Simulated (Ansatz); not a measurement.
C2H5BClF, SMILES `CBC(F)Cl`, relaxed with RKS PBE-D4/def2-SVP in the Gaussian-basis code of Ansatz from a rough embedded geometry. The force threshold is 0.03 eV/Å; the program also tests the step.

Charge 0, multiplicity 1.

Start:

```xyz
10

C    -1.263   -0.104    0.492
B    -0.235   -0.016   -0.628
C     1.297    0.016   -0.313
F     1.747   -1.053    0.380
Cl    1.724    1.496    0.599
H    -1.966    0.781    0.523
H    -1.877   -1.019    0.418
H    -0.759   -0.103    1.535
H    -0.574   -0.020   -1.727
H     1.906    0.022   -1.279
```

Problem. By how much does the energy fall, and how many steps does the optimiser take? (Best estimate.)

Solution. Computed: 11.89 kcal/mol, in 11 steps.

Problem. Which bonds change most? (Best estimate.)

Solution. Computed: C3–Cl5 from 1.790 to 1.895 Å; B2–H9 from 1.150 to 1.217 Å; C1–H8 from 1.159 to 1.107 Å; C1–B2 from 1.522 to 1.568 Å.

Problem. Give the relaxed structure. (An estimate is asked.)

Solution. Ansatz gave: 
```xyz
10

C    -1.235   -0.133    0.573
B    -0.188    0.143   -0.560
C     1.334   -0.201   -0.370
F     1.727   -0.958    0.675
Cl    1.417    1.640    0.071
H    -1.986    0.679    0.660
H    -1.809   -1.040    0.266
H    -0.793   -0.340    1.567
H    -0.511    0.529   -1.669
H     2.044   -0.319   -1.212
```
